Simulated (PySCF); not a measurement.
Isomers of C11H10, from PBE0-D3(BJ)/def2-SVP geometry optimisation, gas phase (PySCF 2.14.0). One conformer each, no zero-point energy, no frequencies.

Question: Which isomer lies lowest at this level?
A. `C1=CC=C2C(=C1)[C@@H]1C=C[C@H]2C1`: A = 2521, B = 1043, C = 891.0 MHz, dipole 0.50 D
B. 2-methylnaphthalene (`Cc1ccc2ccccc2c1`): A = 2810, B = 823.0, C = 639.1 MHz, dipole 0.52 D
C. `C=C1C=Cc2ccc(C)cc21`: A = 2226, B = 912.0, C = 649.6 MHz, dipole 0.52 D

Answer: B. That is 2-methylnaphthalene, `Cc1ccc2ccccc2c1`, 25.9 kcal/mol below the next.

```tsv
SMILES	mapped SMILES	E (Eh)	relative (kcal/mol)	relative (kJ/mol)	dipole (D)
Cc1ccc2ccccc2c1	[CH3:1][c:2]1[cH:3][cH:4][c:5]2[cH:6][cH:7][cH:8][cH:9][c:10]2[cH:11]1	-424.42309	0.0	0.0	0.52
C=C1C=Cc2ccc(C)cc21	[CH2:1]=[C:2]1[CH:3]=[CH:4][c:5]2[cH:6][cH:7][c:8]([CH3:9])[cH:10][c:11]21	-424.38178	25.9	108.5	0.52
C1=C[C@H]2C[C@@H]1c1ccccc12	[CH:1]1=[CH:2][C@H:3]2[CH2:4][C@@H:5]1[c:6]1[cH:7][cH:8][cH:9][cH:10][c:11]12	-424.36935	33.7	141.1	0.50
```

As drawn, the highest has a C=C bond outside aromatic rings, which the lowest lacks.
